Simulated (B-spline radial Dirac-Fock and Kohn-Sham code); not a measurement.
Auger decay of the 1s hole in Ba²⁺

System: the Ba²⁺ ion, configuration 1s2 2s2 2p6 3s2 3p6 3d10 4s2 4p6 4d10 5s2 5p6, inside a Watson sphere of charge -2 and radius 2.7 Å (a model of the Madelung potential; inside it an electron's potential energy is raised by 10.7 eV).

Level of theory: independent-particle radiative and Coulomb Auger rates from relativistic LDA hole-state orbitals, with Dirac-Fock energies; a B-spline atomic structure program. Kinetic energies are configuration averages from the vacuum level; the two-hole energies are estimated from single-hole states. The rates lack the Breit term, which in heavy atoms raises K-L1L1 and K-L1L2.

```
transition  kinetic energy (eV)  width (meV)  share (%)
    K-L1L1              25283.8         82.6        6.5
    K-L1L2              25662.5          107        8.4
    K-L2L2              25987.8         15.3        1.2
    K-L1L3              26044.7          138       10.9
    K-L2L3              26383.5          334       26.3
    K-L3L3              26763.4          160       12.6
    K-L1M1              30075.2         29.8        2.3
    K-L1M2              30224.4         20.9        1.6
    K-L1M3              30301.4         27.1        2.1
    K-L2M1              30441.6         16.0        1.3
    K-L2M3              30669.4         55.3        4.4
    K-L3M1              30819.0         20.5        1.6
    K-L3M2              30969.8         53.2        4.2
    K-L3M3              31049.0         53.8        4.2
    K-L2N3              31584.5         11.5        0.9
    K-L3N3              31961.9         11.2        0.9
```

The listed channels hold 89 % of the non-radiative rate. Summed by principal shells, of 1.27 eV in all: KLL 65.8 %, KLM 24.8 %, KLN 5.2 %, KMM 2.2 %, KMN 0.9 %, KLO 0.8 %.

Values without a named source are computed, but for edge energies of neutral atoms, which are taken from tables.
